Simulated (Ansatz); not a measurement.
[CrF6]3- (CrF6³⁻). The state is a doublet with charge -3. Geometry PBE-D4/def2-SVPD.

```xyz
7

Cr    0.000    0.000    0.000
F    -0.374   -0.352    1.929
F     0.374    0.352   -1.929
F    -1.185    1.609    0.064
F     1.185   -1.609   -0.064
F    -1.564   -1.132   -0.510
F     1.564    1.132    0.510
```

A multiply charged anion in the gas phase is held together partly by the finite basis. At PBE-D4/def2-TZVPD, r2SCANh-D4/def2-TZVPD, PBE0-D4/def2-TZVPD, BHLYP-D4/def2-TZVPD and others the charge -3 doublet is spin-contaminated (final ⟨S²⟩ up to 1.76, 0.75 for a pure state). At PBE-D4/def2-TZVPD, r2SCANh-D4/def2-TZVPD, PBE0-D4/def2-TZVPD, BHLYP-D4/def2-TZVPD and others the highest occupied level of the charge -3 doublet lies above zero (up to 8.55 eV). It is a level of β spin, whose loss leaves a triplet; that state wasn't run at this geometry and level. The electron is either unbound and held by the finite basis, or the level is raised by self-interaction error. At PBE-D4/def2-TZVPD an occupied level of the charge -3 doublet lies above an empty one (by up to 0.06 eV), so this SCF solution is probably not the lowest. At PBE-D4/def2-TZVPD the gap within one spin of the charge -3 doublet nearly closes, so an electron or hole may be smeared out by delocalisation error. The geometry of the doublet was relaxed on an unsound state (⟨S²⟩ 1.75, where a pure state has 0.75). At PBE0-D4/def2-TZVPD a quartet of charge -3 lies 1.17 eV below the doublet, each at its own geometry.

(1) Estimate the α-spin orbital energies around the gap (eV) in Ansatz with PBE-D4/def2-TZVPD, r2SCANh-D4/def2-TZVPD, PBE0-D4/def2-TZVPD, BHLYP-D4/def2-TZVPD, ωB97M-V/def2-TZVPD.

## Answers

(1) 
```csv
orbital,PBE-D4/def2-TZVPD,r2SCANh-D4/def2-TZVPD,PBE0-D4/def2-TZVPD,BHLYP-D4/def2-TZVPD,ωB97M-V/def2-TZVPD
HOMO−5,5.10,5.49,4.71,2.82,2.11
HOMO−4,5.46,5.81,5.01,3.06,2.40
HOMO−3,5.47,5.81,5.01,3.06,2.40
HOMO−2,5.47,5.90,5.12,3.21,2.51
HOMO−1,7.27,7.88,6.80,3.94,3.99
HOMO,7.28,7.88,6.80,3.94,3.99
LUMO,8.14,9.79,9.71,9.94,9.86
LUMO+1,8.93,9.79,9.71,9.94,9.86
LUMO+2,8.99,9.79,9.71,9.95,9.87
LUMO+3,8.99,10.90,10.80,11.18,11.38
LUMO+4,9.49,11.84,11.82,12.22,12.45
LUMO+5,9.49,11.98,11.85,12.24,12.45
β HOMO,8.21,8.55,7.32,4.44,4.51
β LUMO,8.21,9.79,9.71,9.94,9.86
```
